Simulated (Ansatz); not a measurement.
Job for Ansatz (an electronic-structure program): R-B3LYP/def2-TZVPP on AsBF2H2 (SMILES FB(F)[AsH2]), a point of a torsion scan.

Ansatz 0.2 input:
```yaml
crystal:
  periodic: [false, false, false]
  atoms:
    - {symbol: F, position_ang: [-1.53221720, -1.06890821, 0.45399573]}
    - {symbol: B, position_ang: [-0.84751780, -0.03295631, 0.01448492]}
    - {symbol: F, position_ang: [-1.58931242, 0.83998840, -0.63875377]}
    - {symbol: As, position_ang: [1.15646054, 0.18794600, 0.27371542]}
    - {symbol: H, position_ang: [1.12638052, -0.58656171, 1.56076267]}
    - {symbol: H, position_ang: [1.40856413, -1.10544330, -0.44959758]}
basis:
  gaussian:
    orbitals: def2-TZVPP
hamiltonian:
  xc: {name: B3LYP}
scf: {lower_state_search: off}
```

It printed:

```
WARN ansatz: RAYON_NUM_THREADS=1 ignored (pool sized by the plan → 1); use --threads N
Functional definition: B3LYP
these checks for a lower state are left out or cut short: stability, starts, cluster_reference, orbital_swaps, neighbouring_geometries, increment
integrals: 0.08 GiB planned
1015 factors; their error is unknown
mean field: 0.73 GiB planned
mean field evaluation 1: about -66988.3909 eV, gradient 4.2e1 eV
mean field evaluation 2: about -66985.4917 eV, gradient 6.4e1 eV
mean field evaluation 4: about -66990.7666 eV, gradient 9.2e-1 eV
mean field evaluation 8: about -66990.7682 eV, gradient 3.2e-2 eV
mean field evaluation 16: about -66990.9851 eV, gradient 2.6e-5 eV
mean field -66990.98513325 eV, -2461.8732955262 hartree, gradient 1.7e-6 eV, S^2 0.000000; 0 other end points of the search recorded, 0 dependent functions left out
reference -66990.98537064 eV, -2461.8733042504 hartree; 29, 29 occupied and 140, 140 virtual orbitals, 1015 factors
Total energy: -66990.98537064 eV, -2461.8733042504 hartree
Checks for a lower state left out: stability, starts, cluster_reference, orbital_swaps, neighbouring_geometries, increment
```

Self-consistency was reached.

Cost: about 2.5 core-seconds (a rough figure).
